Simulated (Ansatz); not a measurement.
System: MoO3 (charge 0, singlet). SMILES: [O]=[Mo](=[O])=[O]
Geometry: optimised at B3LYP-D3(BJ)/def2-TZVP (Ansatz, an electronic-structure program).

Property: atomisation energy (electronic, to ground-state atoms), in kcal/mol. Valence correlation only, unless marked. Open shells are spin-unrestricted. No spin-orbit coupling. The frozen core is the preceding noble-gas configuration, with the filled d and f shells of earlier blocks. Past Kr the def2 sets carry scalar-relativistic core potentials. The coupled-cluster limit lacks core correlation, which all-electron functionals hold. Basis-set limits of correlation are two-point, X^-3; Hartree-Fock from the larger set. The bracket is a focal-point correction in the basis named.

```
level           program  atomisation energy (kcal/mol)
--------------  -------  -----------------------------
PBE/def2-TZVPD   Ansatz                          461.3
```

Problem. Predict the RI-MP2/CBS(def2-TZVPPD,def2-QZVPPD)+[CCSD(T)-MP2]/def2-TZVPPD result (Ansatz).

Solution. 413.7 kcal/mol, so PBE/def2-TZVPD differs from it by 47.6 kcal/mol.
